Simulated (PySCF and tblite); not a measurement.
Computed ¹H and ¹³C shifts (ppm) of 5 molecules with 4 carbons each, averaged over conformers at 298.15 K: GIAO PBE0/pcSseg-1 on PBE0-D3(BJ)/def2-SVP geometries, unscaled, against TMS (¹H), TMS (¹³C) at the same level; H on other atoms than carbon is left out (PySCF, tblite).

P. ¹H: 9.59 (1H), 3.72 (1H), 3.22 (2H) ¹³C: 201.4 (1C), 198.1 (1C), 38.6 (1C), 6.1 (1C)
Q. ¹H: 3.25 (2H), 2.48 (2H), 1.97 (1H) ¹³C: 83.5 (1C), 76.9 (1C), 40.2 (1C), 25.6 (1C)
R. ¹H: 2.31 (2H), 2.09 (2H) ¹³C: 130.2 (1C), 122.0 (1C), 33.5 (1C), 12.0 (1C)
S. ¹H: 2.07 (4H) ¹³C: 131.0 (2C), 30.0 (2C)
T. ¹H: 2.32 (4H) ¹³C: 121.4 (2C), 15.9 (2C)

The molecules:
1. C₄H₄F₃N, SMILES N#CCCC(F)(F)F
2. C₄H₄F₆, SMILES FC(F)(F)CCC(F)(F)F
3. C₄H₄N₂, SMILES N#CCCC#N
4. C4H4O2, SMILES O=C=CCC=O
5. C₄H₅Br, SMILES C#CCCBr

(1) Which spectrum belongs to which molecule?

Unscaled shifts at such levels can be off by 15 ppm or more for ¹³C and 0.8 ppm for ¹H.

For scale, the study of N#CCCC(F)(F)F took 110 s on 1 thread of Arm Neoverse V2, shared host (rough), launched as `OMP_NUM_THREADS=1 python ens_run.py task.json out`.

Results:

(1) P is 4; Q is 5; R is 1; S is 2; T is 3.

Assigned:
1. [N:1]#[C:2][CH2:3][CH2:4][C:5]([F:6])([F:7])[F:8]: ¹³C: 130.2 (C5), 122.0 (C2), 33.5 (C4), 12.0 (C3) ppm.
2. [F:1][C:2]([F:3])([F:4])[CH2:5][CH2:6][C:7]([F:8])([F:9])[F:10]: ¹³C: 131.0 (C2/C7), 30.0 (C5/C6) ppm.
3. [N:1]#[C:2][CH2:3][CH2:4][C:5]#[N:6]: ¹³C: 121.4 (C2/C5), 15.9 (C3/C4) ppm.
4. [O:1]=[C:2]=[CH:3][CH2:4][CH:5]=[O:6]: ¹³C: 201.4 (C2), 198.1 (C5), 38.6 (C4), 6.1 (C3) ppm.
5. [CH:1]#[C:2][CH2:3][CH2:4][Br:5]: ¹³C: 83.5 (C2), 76.9 (C1), 40.2 (C4), 25.6 (C3) ppm.
